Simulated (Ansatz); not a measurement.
Basis-set extrapolation for `[OH][Al]([OH])[CH]1B[SiH2]1` (PBE0-D4/def2-TZVP geometry, frozen core, the Gaussian-basis code of Ansatz). Multiplicity 1, RHF reference.

|  | def2-TZVPP | def2-QZVPP |
| --- | --- | --- |
| HF | -746.798627 | -746.825171 |
| MP2 correlation | -0.950326 | -1.021852 |
| CCSD(T) correlation | -1.028080 | not run |

Energies in hartree. Use E(X) = E(∞) + A·exp(−7.88·√X) for Hartree–Fock and E(X) = E(∞) + B·X^(−2.97) for correlation, with X = 3 and 4, and add CCSD(T) minus MP2 of the smaller set to the MP2 limit.

Q: What is the CCSD(T) energy at the basis-set limit?

A: HF limit: -746.825171 + (-0.026544) × 0.13774 = -746.82883. MP2 limit: -1.021852 + (-0.071526) × 0.74074 = -1.07483. Higher-order term: -1.028080 − (-0.950326) = -0.07775. Total: -747.98141 hartree, 406.2 kJ/mol below CCSD(T)/def2-TZVPP.
